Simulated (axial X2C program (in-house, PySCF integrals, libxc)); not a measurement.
The numbers below are computed, except where a source is named.
## In₂⁺: input and output of an EOM-EA-CCSD run

Program: an in-house all-electron X2C program for linear molecules (integrals from PySCF).

Input and command:
```json
{"zs": [49, 49], "q": 1, "bas": ["dyall-acv3z", "dyall-acv3z"], "r0": 2.84, "eom": "ea", "thr": -1.0, "nmax": 92, "grid": [1, 0.96, 1.045, 0.92, 1.09, 1.15]}
```
```bash
python soeom.py task.json out
```

Keys: zs atomic numbers; q charge; bas basis sets; r0 starting distance in Å; eom kind of EOM run; thr threshold in hartree for freezing inner shells (an s shell follows its p shell); nmax most natural virtual spinors; grid distances as factors.

Output at R = 3.610 Å (near the PBE0 minimum at charge 1 of the determinant lowest at the starting distance; the state shown can have its own minimum elsewhere), reference In₂²⁺:

```
two-component X2C + atomic mean field  HF
basis functions 290  fitting functions 1496  grid points 5806
iter        total energy     max residual
   1     -11751.142406365     2.37e-01
   2     -11751.177416645     5.01e-03
   3     -11751.178198575     1.23e-03
   4     -11751.178257592     2.48e-04
   5     -11751.178261192     1.00e-04
   6     -11751.178261701     1.50e-05
   7     -11751.178261720     6.99e-06
   8     -11751.178261722     1.02e-06
   9     -11751.178261722     1.91e-07
converged
one-electron -16837.02282985  Coulomb 5057.26979586  exact exchange -316.82726931  xc functional 0.00000000  nuclear repulsion 351.95415053  atomic mean-field constant -6.55210895
correlated 4  virtual 388  natural virtual 92  E(MP2) -0.050474486  MP2 remainder -0.003918806
iter   CCSD correlation   residual
   1     -0.058805741   1.31e-01
   2     -0.065597033   5.43e-02
   3     -0.065857429   7.58e-03
   4     -0.065890233   1.74e-03
   5     -0.065890445   5.81e-04
   6     -0.065886202   2.09e-04
   7     -0.065888219   5.22e-05
   8     -0.065888096   1.76e-05
   9     -0.065888089   6.21e-06
(T) -0.000504973  T1 0.0047  D1 0.0051  max T2 0.083
EOM-EA-CCSD roots
2*Omega      energy/Eh   energy/eV  one-particle weight
    1      -0.37859522    -10.3021      0.950
    1      -0.35684685     -9.7103      0.951
    1      -0.31371762     -8.5367      0.938
    1      -0.26560828     -7.2276      0.888
    1      -0.21746360     -5.9175      0.000
    3      -0.35100310     -9.5513      0.952
    3      -0.30696104     -8.3528      0.939
    3      -0.21240623     -5.7799      0.001
    3      -0.18170533     -4.9445      0.884
    5      -0.20937728     -5.6974      0.002
    5      -0.18139800     -4.9361      0.889
    7      -0.13311488     -3.6222      0.000
```
T1 in the output is the amplitude norm over the root of the electron number; divide by √2 for the Lee–Taylor value.

Reference electrons by ω block (each with its −ω partner): 1/2: 30, 3/2: 14, 5/2: 4. Root energies count from the CCSD energy of the reference. Roots of positive energy are unbound. The reference need not be the lowest state of its species. All roots sought are printed; those with a small one-particle weight need a further excitation, are placed far too high, and may in truth lie low or lowest. Inner shells are frozen, and levels at this size can be off by some tenths of an eV.
